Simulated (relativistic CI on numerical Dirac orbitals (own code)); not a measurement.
## Tc⁺: resonant inelastic scattering at the M2,3 edge

Computed with this model: Dirac-Coulomb-Breit CI, separate exchange-only KLI orbitals for each configuration, a model potential for QED, valence Slater integrals scaled by 0.7, Kramers-Heisenberg scattering through one core-hole configuration in a parametric crystal field; configurations [Kr] 4d6 → [Ne] 3s2 3p5 3d10 4s2 4p6 4d7; 80 K; core-hole width 3 eV; summed over polarisations. Incident energies are the highest absorption maxima for each field (at most a few, so the weaker spin-orbit partner edge can be absent), on the computed scale of the free ion. Intensities are in per cent of the strongest line above 0.02 eV; levels within 1 cm⁻¹ are merged; final levels count from the ground level, the first row holds all elastic scattering, lines under 0.4 are left out and each table stops after 24 rows. The scale of the Slater integrals is a model choice and moves the terms in proportion. The configuration is assumed, with all valence electrons in the open shell; the free ion's ground configuration is another.

Field parameters in Wybourne normalisation: Oh B⁴₀ = 21Dq, B⁴₄ = √(5/14) B⁴₀. The field is a parameter set, without covalency.

S is read from ⟨S²⟩ = S(S + 1).

Oh, 10Dq = 3450 cm⁻¹:

```
Final level (eV)  Degeneracy  Irrep     S  429.6 eV  449.6 eV
           0.000           3     T2  1.99    2808.9     188.7
           0.030           2      E  1.99      69.8      16.0
           0.037           3     T1  1.99     100.0      21.8
           0.071           1     A1  1.98      29.7      10.0
           0.094           3     T1  1.99      96.5      43.9
           0.104           3     T2  1.99      93.4      39.8
           0.496           1     A2  1.99      16.4      11.7
           0.498           3     T2  1.99      62.1      31.6
           0.500           2      E  1.99      24.5       9.7
           0.504           3     T1  1.99      27.9      19.9
           0.508           1     A1  1.98       1.2       5.3
           0.973           1     A1  0.84       6.1       7.0
           0.987           2      E  1.00       5.8       2.8
           1.001           3     T2  1.01      10.1       7.1
           1.070           3     T1  1.01      23.1      19.3
           1.177           3     T1  0.96      18.3      13.4
           1.217           2      E  1.01      28.4      19.4
           1.224           3     T2  1.00      10.9       6.5
           1.351           2      E  0.99       8.2       6.7
           1.356           3     T1  0.96      13.2      12.8
           1.377           3     T2  1.00      17.7      12.8
           1.378           1     A1  0.59       0.5       0.5
           1.417           1     A1  0.85       8.3       8.7
           1.466           3     T1  0.96      37.7      28.4
```

Oh, 10Dq = 7750 cm⁻¹:

```
Final level (eV)  Degeneracy  Irrep     S  429.5 eV  449.7 eV
           0.000           3     T2  1.99    2240.8     159.7
           0.026           2      E  1.97      54.3      11.7
           0.035           3     T1  1.98      82.6      18.1
           0.054           1     A1  1.82      34.0       4.5
           0.087           3     T1  1.97     100.0      33.7
           0.094           3     T2  1.96      90.6      30.1
           0.213           1     A1  0.62       0.2       4.7
           0.513           2      E  1.03       3.7       3.4
           0.529           3     T2  1.06       7.1       9.6
           0.604           3     T1  1.06      15.8      19.9
           0.708           1     A1  0.93       3.3       5.4
           0.814           3     T1  0.96      37.2      17.7
           0.849           2      E  1.03      31.6      13.5
           0.895           3     T2  1.03      22.1       7.1
           0.914           1     A2  1.03       1.3       0.2
           1.013           1     A1  1.95       2.2       5.4
           1.014           3     T1  1.92      27.3      21.6
           1.018           2      E  1.95      20.0      11.5
           1.022           3     T2  1.96      49.2      25.5
           1.026           1     A2  1.97      11.5       8.4
           1.101           3     T1  0.43       5.1       3.7
           1.364           2      E  1.02       4.5       8.8
           1.381           3     T2  1.01       9.3       7.3
           1.409           3     T1  1.00      17.6      17.2
```

For the first field the strongest loss at the lowest incident energy is the level at 0.04 eV (S = 1.99, against 1.99 in the thermal ground state). Levels of other spin, the first over 8 % at 1.00 eV, appear because spin-orbit coupling of the core hole, and in heavier ions of the valence shell too, mixes spins.
